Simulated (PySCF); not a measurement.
Does the answer move with the share of exact exchange?

Compound: TMS, C₄H₁₂Si.
Bonds: C1–Si2, Si2–C3, Si2–C4, Si2–C5. Hydrogens: H6, H7, H8 on C1; H9, H10, H11 on C3; H12, H13, H14 on C4; H15, H16, H17 on C5.

PySCF, def2-SVP basis, density fitting, gas phase, GFN2-xTB geometry. One functional is left out:

```csv
functional,exact exchange (%),HOMO energy (eV),LUMO energy (eV)
B97-D,0,-6.91,0.89
BLYP,0,-6.78,0.72
BP86,0,-7.01,0.84
OPBE,0,-6.96,1.03
B97-2,21,-8.02,1.57
mPW1PW91,25,-8.30,1.58
BHandHLYP,50,-9.51,2.14
```

Question: Predict the row of B3LYP (20 % exact exchange) by straight lines through the other rows, and check it.

Answer: 
| property | line | computed | computed − line | B97-2 (21 %), for comparison |
| --- | --- | --- | --- | --- |
| HOMO energy (eV) | -7.97 | -8.02 | -0.05 | -8.02 |
| LUMO energy (eV) | 1.42 | 1.20 | -0.22 | 1.57 |

Question: Which of these properties follows the share of exact exchange most closely, and which least?

Answer: Most closely the HOMO energy, least the LUMO energy; the correlations over the tabulated rows are HOMO energy -0.997, LUMO energy 0.977. The HOMO energy moves by -0.524 eV for every 10 %. Functionals with the same share still differ in their other parts: at 0 % BLYP and BP86 differ by 0.23 eV in it.
